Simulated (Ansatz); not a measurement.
What each rung costs, and what it gives

Saddle point of Si$_{4}$H$_{11}$ClF$_{2}$, singlet (Si₄H₉F ([F][Si]([SiH3])([SiH3])[SiH3]) + HCl + HF → Si₃H₆F₂ ([F][Si]([F])([SiH3])[SiH3]) + SiH₄ + HCl; bonds formed: Si1–F9, Si2–H8; bonds broken: Si1–Si2, H8–F9), PBE0-D4/def2-TZVP structure:

Si1  (-0.056, 0.103, -0.659)
Si2  (-0.198, 0.308, 1.922)
Si3  (1.588, -1.317, -1.541)
Si4  (-2.052, -1.166, -0.418)
F5  (-0.592, 1.326, -1.539)
H6  (1.071, 3.114, 0.228)
Cl7  (0.434, 3.954, 0.977)
H8  (0.879, 0.852, 0.642)
F9  (1.580, 1.356, -0.275)
H10  (-1.471, 1.052, 2.032)
H11  (-0.389, -1.154, 2.096)
H12  (0.804, 0.808, 2.901)
H13  (0.946, -2.488, -2.194)
H14  (2.430, -1.796, -0.415)
H15  (2.411, -0.569, -2.522)
H16  (-2.627, -1.274, -1.788)
H17  (-1.691, -2.528, 0.059)
H18  (-3.068, -0.581, 0.495)
(Å)

Barriers are electronic and count from the start structure reached by relaxing down the imaginary mode.

Computed with Ansatz 0.2.0 (basis: as named in each row); correlated methods freeze the cores. B3LYP uses VWN-RPA correlation. Extrapolation: Hartree–Fock as exp(−7.88 √X), correlation as X^−2.97.

Times are rough, for one single point on 4 threads of a shared host (AMD EPYC 7R13), with one NVIDIA H100 (or a share of it) where marked.

The estimate by CCSD(T) at an estimated basis limit (MP2 extrapolated from triple and quadruple zeta, plus CCSD(T) − MP2 in triple zeta) is 177.2 kJ/mol.

```json
{"method": "HF", "basis": "STO-3G", "time (s)": "under 1", "barrier (kJ/mol)": "464.5", "method less estimate": "287.2"}
{"method": "PBE-D4", "basis": "STO-3G", "time (s)": "under 1", "barrier (kJ/mol)": "165.0", "method less estimate": "-12.3"}
{"method": "SPW92", "basis": "def2-SVP", "time (s)": "1", "barrier (kJ/mol)": "108.1", "method less estimate": "-69.1"}
{"method": "B3LYP-D4", "basis": "6-31G", "time (s)": "2", "barrier (kJ/mol)": "215.1", "method less estimate": "37.9"}
{"method": "PBE-D4", "basis": "def2-SVP", "time (s)": "2", "barrier (kJ/mol)": "134.0", "method less estimate": "-43.3"}
{"method": "SPW92", "basis": "def2-TZVPP", "time (s)": "2 (H100)", "barrier (kJ/mol)": "112.7", "method less estimate": "-64.5"}
{"method": "PBE0-D4", "basis": "def2-SVP", "time (s)": "3", "barrier (kJ/mol)": "165.8", "method less estimate": "-11.4"}
{"method": "PBE-D4", "basis": "def2-TZVPP", "time (s)": "3 (H100)", "barrier (kJ/mol)": "138.0", "method less estimate": "-39.2"}
{"method": "r2SCAN-D4", "basis": "def2-TZVPP", "time (s)": "3 (H100)", "barrier (kJ/mol)": "146.4", "method less estimate": "-30.8"}
{"method": "CCSD(T)", "basis": "def2-SVP", "time (s)": "4 (H100)", "barrier (kJ/mol)": "203.7", "method less estimate": "26.5"}
{"method": "PBE0-D4", "basis": "def2-TZVPP", "time (s)": "4 (H100)", "barrier (kJ/mol)": "162.8", "method less estimate": "-14.4"}
{"method": "CAM-B3LYP-D4", "basis": "def2-TZVPP", "time (s)": "4 (H100)", "barrier (kJ/mol)": "174.6", "method less estimate": "-2.6"}
{"method": "BHLYP-D4", "basis": "def2-TZVPP", "time (s)": "4 (H100)", "barrier (kJ/mol)": "195.0", "method less estimate": "17.8"}
{"method": "wB97M-V", "basis": "def2-TZVPP", "time (s)": "4 (H100)", "barrier (kJ/mol)": "165.3", "method less estimate": "-11.9"}
{"method": "BLYP-D4", "basis": "def2-TZVPP", "time (s)": "4 (H100)", "barrier (kJ/mol)": "150.0", "method less estimate": "-27.2"}
{"method": "r2SCAN0-D4", "basis": "def2-TZVPP", "time (s)": "4 (H100)", "barrier (kJ/mol)": "166.5", "method less estimate": "-10.7"}
{"method": "B3LYP-D4", "basis": "def2-TZVPP", "time (s)": "4 (H100)", "barrier (kJ/mol)": "169.0", "method less estimate": "-8.3"}
{"method": "B2PLYP", "basis": "def2-TZVPP", "time (s)": "5 (H100)", "barrier (kJ/mol)": "176.6", "method less estimate": "-0.6"}
{"method": "B97M-V", "basis": "def2-TZVPP", "time (s)": "5 (H100)", "barrier (kJ/mol)": "162.0", "method less estimate": "-15.2"}
{"method": "wB97X-V", "basis": "def2-TZVPP", "time (s)": "6 (H100)", "barrier (kJ/mol)": "173.6", "method less estimate": "-3.7"}
{"method": "PBE-QIDH", "basis": "def2-TZVPP", "time (s)": "6 (H100)", "barrier (kJ/mol)": "176.9", "method less estimate": "-0.3"}
{"method": "RPA on PBE", "basis": "def2-TZVPP", "time (s)": "6 (H100)", "barrier (kJ/mol)": "176.4", "method less estimate": "-0.8"}
{"method": "MP2", "basis": "def2-QZVPP", "time (s)": "7 (H100)", "barrier (kJ/mol)": "171.5", "method less estimate": "-5.8"}
{"method": "wB97M-V", "basis": "def2-SVP", "time (s)": "10", "barrier (kJ/mol)": "168.6", "method less estimate": "-8.6"}
{"method": "CCSD(T)", "basis": "def2-TZVPP", "time (s)": "27 (H100)", "barrier (kJ/mol)": "181.6", "method less estimate": "4.4"}
```

All methods are single points on the PBE0-D4 structures.

No T1 diagnostic of these runs exceeds 0.015.

Labels in which every atom is bracketed show which atoms are joined, not bond orders.
